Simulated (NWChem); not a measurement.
System: C$_{2}$H$_{4}$ClGa; SMILES [CH](=C)[GaH][Cl]

Output (shortened):

```
             Northwest Computational Chemistry Package (NWChem) 7.3.0
             --------------------------------------------------------

                             Geometry "geometry" -> ""
                             -------------------------

 Output coordinates in angstroms (scale by  1.889725989 to convert to a.u.)

  No.       Tag          Charge          X              Y              Z
 ---- ---------------- ---------- -------------- -------------- --------------
    1 Ga                  31.0000    -0.74350800    -0.01774700     0.00003300
    2 H                    1.0000    -2.20251200     0.53095100    -0.00016000
    3 Cl                  17.0000     0.81533000     1.48892600    -0.00186300
    4 C                    6.0000    -0.06336900    -1.83531200     0.00131300
    5 C                    6.0000     1.25469000    -2.07838700    -0.00049300
    6 H                    1.0000    -0.75506800    -2.68740800     0.00326000
    7 H                    1.0000     1.66149300    -3.09741600    -0.00010500
    8 H                    1.0000     1.98743600    -1.26268000    -0.00240000

 Effective nuclear repulsion energy (a.u.)     310.6368674243

  pbe96 is a nonlocal functional; adding pw91lda local functional.
                              NWChem Property Module
                              ----------------------

                                 NWChem DFT Module
                                 -----------------

 Summary of "ao basis" -> "ao basis" (spherical)
 ------------------------------------------------------------------------------
       Tag                 Description            Shells   Functions and Types
 ---------------- ------------------------------  ------  ---------------------
 Ga                        def2-svpd                14       38   6s4p4d
 H                         def2-svpd                 4        8   2s2p
 Cl                        def2-svpd                11       27   5s4p2d
 C                         def2-svpd                 8       20   4s2p2d

            General Information
            -------------------
          SCF calculation type: DFT
          Wavefunction type:  closed shell.
          No. of atoms     :     8
          No. of electrons :    64
           Alpha electrons :    32
            Beta electrons :    32
          Charge           :     0
          Spin multiplicity:     1
          Use of symmetry is: off; symmetry adaption is: off
          Maximum number of iterations: 150
          AO basis - number of functions:   137
                     number of shells:    57
          Convergence on energy requested:  1.00D-06
          Convergence on density requested:  1.00D-05
          Convergence on gradient requested:  5.00D-04

              XC Information
              --------------
          PerdewBurkeErnzerhof Exchange Functional  1.000
            Perdew 1991 LDA Correlation Functional  1.000 local
           PerdewBurkeErnz. Correlation Functional  1.000 non-local

             Grid Information
             ----------------
          Grid used for XC integration:  medium
          Radial quadrature: Mura-Knowles
          Angular quadrature: Lebedev.
          Tag              B.-S. Rad. Rad. Pts. Rad. Cut. Ang. Pts.
          ---              ---------- --------- --------- ---------
          Ga                  1.30      112          11.0       590
          H                   0.35       45          14.0       434
          Cl                  1.00       88          12.0       590
          C                   0.70       49          12.0       434
          Grid pruning is: on
          Number of quadrature shells:   478
          Spatial weights used:  Erf1

      Superposition of Atomic Density Guess
      -------------------------------------

 Sum of atomic energies:       -2459.55283175

      Non-variational initial energy
      ------------------------------

 Total energy =   -2461.073303
 1-e energy   =   -4040.947325
 2-e energy   =    1269.237155
 HOMO         =      -0.323103
 LUMO         =      -0.043076

   convergence    iter        energy       DeltaE   RMS-Dens  Diis-err
 ---------------- ----- ----------------- --------- --------- ---------
 d= 0,ls=0.0,diis     1  -2462.6092074990 -2.77D+03  1.59D-02  5.07D-01
 d= 0,ls=0.0,diis     2  -2462.5967289838  1.25D-02  7.75D-03  4.16D-01
 d= 0,ls=0.0,diis     3  -2462.6515208614 -5.48D-02  2.98D-03  9.72D-02
 d= 0,ls=0.0,diis     4  -2462.6658945426 -1.44D-02  6.91D-04  1.52D-02
 d= 0,ls=0.0,diis     5  -2462.6666509165 -7.56D-04  3.78D-04  2.09D-03
  Resetting Diis
 d= 0,ls=0.0,diis     6  -2462.6669061173 -2.55D-04  1.36D-04  3.78D-04
 d= 0,ls=0.0,diis     7  -2462.6669529455 -4.68D-05  8.18D-05  9.86D-06
 d= 0,ls=0.0,diis     8  -2462.6669516089  1.34D-06  4.29D-05  2.83D-05
 d= 0,ls=0.0,diis     9  -2462.6669541999 -2.59D-06  6.97D-06  2.89D-07
 d= 0,ls=0.0,diis    10  -2462.6669542386 -3.86D-08  1.14D-06  1.18D-08

         Total DFT energy =    -2462.666954238556
      One electron energy =    -4041.938194548874
           Coulomb energy =     1383.578515221780
    Exchange-Corr. energy =     -114.944142335754
 Nuclear repulsion energy =      310.636867424291

 Numeric. integr. density =       64.000016589790

                       DFT Final Molecular Orbital Analysis
                       ------------------------------------

 Vector   30  Occ=2.000000D+00  E=-2.856009D-01
              MO Center=  4.8D-01, -1.7D-01, -7.0D-04, r^2= 4.6D+00
   Bfn.  Coefficient  Atom+Function         Bfn.  Coefficient  Atom+Function
  ----- ------------  ---------------      ----- ------------  ---------------
    58      0.371938  3 Cl px                55      0.298910  3 Cl px
    79      0.257180  4 C  py                14     -0.216095  1 Ga py
     4      0.199459  1 Ga s                 99     -0.189135  5 C  py
   122      0.183312  7 H  s                123      0.177278  7 H  s
    52      0.172961  3 Cl px                77     -0.168651  4 C  s

 Vector   31  Occ=2.000000D+00  E=-2.670970D-01
              MO Center=  6.1D-01, -1.2D+00, -1.4D-04, r^2= 3.5D+00
   Bfn.  Coefficient  Atom+Function         Bfn.  Coefficient  Atom+Function
  ----- ------------  ---------------      ----- ------------  ---------------
   100      0.367336  5 C  pz                80      0.365468  4 C  pz
    60     -0.296458  3 Cl pz                57     -0.231040  3 Cl pz
    83      0.230923  4 C  pz               103      0.180107  5 C  pz
    54     -0.133490  3 Cl pz                20      0.056374  1 Ga d -1
    63     -0.037065  3 Cl pz                18      0.035893  1 Ga pz

 Vector   32  Occ=2.000000D+00  E=-2.581500D-01
              MO Center=  5.8D-02,  3.0D-01, -6.0D-04, r^2= 4.5D+00
   Bfn.  Coefficient  Atom+Function         Bfn.  Coefficient  Atom+Function
  ----- ------------  ---------------      ----- ------------  ---------------
    59      0.334429  3 Cl py                58     -0.289411  3 Cl px
    56      0.261692  3 Cl py                79      0.260910  4 C  py
    55     -0.225588  3 Cl px                39     -0.219370  2 H  s
    77     -0.208788  4 C  s                131     -0.190920  8 H  s
    76      0.185912  4 C  s                 14     -0.166325  1 Ga py

 Vector   33  Occ=0.000000D+00  E=-1.018847D-01
              MO Center= -1.7D-01, -7.8D-01,  3.2D-04, r^2= 4.5D+00
   Bfn.  Coefficient  Atom+Function         Bfn.  Coefficient  Atom+Function
  ----- ------------  ---------------      ----- ------------  ---------------
    18      0.411299  1 Ga pz                15      0.391415  1 Ga pz
   100     -0.345902  5 C  pz               103     -0.264598  5 C  pz
    12     -0.191632  1 Ga pz                83      0.162396  4 C  pz
    60     -0.158808  3 Cl pz                80      0.158430  4 C  pz
    57     -0.112769  3 Cl pz                37      0.070429  1 Ga d  1

 Vector   34  Occ=0.000000D+00  E=-3.205988D-02
              MO Center= -3.1D-01,  2.8D-01, -2.4D-03, r^2= 6.3D+00
   Bfn.  Coefficient  Atom+Function         Bfn.  Coefficient  Atom+Function
  ----- ------------  ---------------      ----- ------------  ---------------
     4      0.611018  1 Ga s                 97      0.600645  5 C  s
     5      0.509198  1 Ga s                123     -0.471658  7 H  s
    61      0.351107  3 Cl px                50     -0.324848  3 Cl s
    16      0.303357  1 Ga px                 6      0.292002  1 Ga s
    96     -0.284587  5 C  s                  3     -0.272722  1 Ga s

 Vector   35  Occ=0.000000D+00  E=-2.615019D-02
              MO Center= -1.1D-02, -1.0D+00,  1.7D-03, r^2= 4.8D+00
   Bfn.  Coefficient  Atom+Function         Bfn.  Coefficient  Atom+Function
  ----- ------------  ---------------      ----- ------------  ---------------
    18      0.453061  1 Ga pz                80     -0.425952  4 C  pz
    83     -0.352059  4 C  pz               100      0.302222  5 C  pz
    15      0.267324  1 Ga pz               103      0.224532  5 C  pz
    60     -0.161962  3 Cl pz                12     -0.124425  1 Ga pz
    57     -0.099075  3 Cl pz               112     -0.091529  5 C  d  1

     Multipole analysis of the density
     ---------------------------------

     L   x y z        total         alpha         beta         nuclear
     -   - - -        -----         -----         ----         -------
     0   0 0 0     -0.000000    -32.000000    -32.000000     64.000000

     1   1 0 0     -0.348793      1.100094      1.100094     -2.548981
     1   0 1 0     -0.921057      4.487872      4.487872     -9.896801
     1   0 0 1      0.000848      0.024171      0.024171     -0.047494

     2   2 0 0    -31.285289   -104.989108   -104.989108    178.692927
     2   1 1 0     -0.998385      0.747447      0.747447     -2.493278
     2   1 0 1     -0.002116      0.066519      0.066519     -0.135154
     2   0 2 0    -31.785979   -198.941939   -198.941939    366.097899
     2   0 1 1      0.001804      0.109775      0.109775     -0.217745
     2   0 0 2    -31.147764    -15.574038    -15.574038      0.000312

 *** CALLING NEW AORESP DRIVER FOR CLOSED AND OPEN SHELLS ***
 Entering AOResponse driver routine

--------------------------------------------------------------------------------

          -----------------------------------------------
          Solving response equations for perturbing field
          -----------------------------------------------

 number of frequencies:     1
 frequency in a.u.:  0.0000000E+00
 Perturbing field: electric
 Using El. Dipole Length Gauge

 Setting up CPKS with frequency omega =      0.00000000 a.u.

 STATIC response

                                NWChem CPHF Module
                                ------------------

  scftype          =     RHF
  nclosed          =       32
  nopen            =        0
  variables        =     3360
  # of vectors     =        3
  tolerance        = 0.10D-03
  level shift      = 0.00D+00
  max iterations   =       50
  max subspace     =       30

 SCF residual:    2.8285121354363344E-005

Iterative solution of linear equations
  No. of variables     3360
  No. of equations        3
  Maximum subspace       30
        Iterations       50
       Convergence  1.0D-04

   iter   nsub   residual    time
   ----  ------  --------  ---------
     1      3    8.56D+00      37.1
     2      6    4.57D+00      44.3
     3      9    7.06D-01      51.4
     4     12    1.72D-01      58.5
     5     15    1.02D-01      65.6
     6     18    1.76D-02      72.8
     7     21    1.10D-03      80.1
     8     24    3.16D-04      87.5
     9     27    2.05D-04      94.5
    10     30    1.61D-04     101.5
    11     30    1.39D-04     108.5
    12     30    1.22D-04     115.5
    13     30    1.33D-04     123.3
    14     30    1.45D-04     130.5
    15     30    1.79D-05     137.5

 Electric Dipole Response Matrix (nonzero elements):

              1        2        3
    1   79.3007  -4.5406  -0.0238
    2   -4.5406  80.7525  -0.0179
    3   -0.0238  -0.0179  48.4658

 ------------------------------------------
 average:        69.50633 + I       0.00000

 DFT Linear Response polarizability / au
 Frequency  =       0.0000000 / au
              X              Y              Z
 -----------------------------------------------
 X      79.3007487     -4.5406165     -0.0238141
 Y      -4.5406357     80.7524844     -0.0178626
 Z      -0.0238140     -0.0178625     48.4657615
 -----------------------------------------------
 Eigenvalues =      75.4283798     84.6248861     48.4657286
 Isotropic   =      69.5063315
 Anisotropic =      32.5503069
 -----------------------------------------------

 Magnetic Dipole Response Matrix (nonzero elements):

 Exiting AOResponse driver routine
```

Level: PBE/def2-SVPD. The geometry was optimised at PBE0/def2-SVP.

Q: Which NWChem input produces such a log?

A: One answer among several that fit: the input that was run:
```
start job
memory heap 200 mb stack 900 mb global 1100 mb
geometry units angstroms noautosym nocenter noautoz
  Ga    -0.743508    -0.017747     0.000033
  H     -2.202512     0.530951    -0.000160
  Cl     0.815330     1.488926    -0.001863
  C     -0.063369    -1.835312     0.001313
  C      1.254690    -2.078387    -0.000493
  H     -0.755068    -2.687408     0.003260
  H      1.661493    -3.097416    -0.000105
  H      1.987436    -1.262680    -0.002400
end
basis spherical
  * library def2-svpd
end
dft
  xc xpbe96 cpbe96
  iterations 150
end
property
  response 1 0.0
end
task dft property
```
